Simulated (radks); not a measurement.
Spin polarisation of the 4f4 shell in the promethium ion Pm3+. Start: [Xe] 4f(up 2, down 2); electrons of 4f are moved from spin down to spin up, other shells keep equal spins. All-electron calculation, non-relativistic Kohn-Sham, TPSS, spin-polarised, spherical densities, point nucleus; meta-GGA in the generalised Kohn-Sham scheme. Program: a radial shooting solver on a logarithmic mesh with Libxc functionals.

moment (Bohr magnetons),E - E(0) (eV),e(4f up) (eV),e(4f down) (eV),5p down minus up (eV)
0,0.000,-35.084,-35.084,0.000
1,-0.210,-35.484,-34.644,0.315
2,-0.839,-35.843,-34.164,0.632
3,-1.889,-36.163,-33.642,0.950
4,-3.361,-36.442,-33.076,1.271

At moment 4 the spin-polarisation energy is -3.361 eV and the 4f exchange splitting 3.365 eV, that is 0.841 eV per Bohr magneton; E = -I m^2/4 would give I = 0.840 eV.
